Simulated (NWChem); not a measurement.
# SiH₃SeCl; SMILES Cl[SiH2][SeH]

```xyz
6

Si    -0.8712     0.6408     0.0015
Cl     0.5668     2.1214     0.0009
Se     0.2664    -1.3326    -0.0014
H     -1.7120     0.7970     1.2204
H     -1.7152     0.7904    -1.2162
H     -0.9848    -2.1112    -0.0509
```
Atoms are numbered in this order, from 1.

Level: PBE0/def2-SVP (NWChem), optimised geometry, unscaled harmonic frequencies. This build's default masses of Se (78.918 u) and Br (79.917 u) are each other's, which moves their modes by up to 0.6 %.

```csv
frequency (cm⁻¹),IR intensity (km/mol)
79,8.6
130,1.4
409,18.7
562,82.3
565,24.1
655,4.8
659,2.8
858,305.9
963,130.7
2249,85.1
2256,102.9
2437,8.0
```

```json
{
 "zero_point_energy": "16.9 kcal/mol",
 "thermal correction to the enthalpy at 298.15 K (with zero-point energy)": "20.8 kcal/mol",
 "heat capacity Cv": "16.3 cal/(mol K)",
 "entropy at 298.15 K and 1 atm (symmetry number 1)": "77.6 cal/(mol K)",
 "dipole_moment": "1.87 D"
}
```

Rigid rotor and harmonic oscillator; modes under 100 cm⁻¹ make the entropy uncertain.
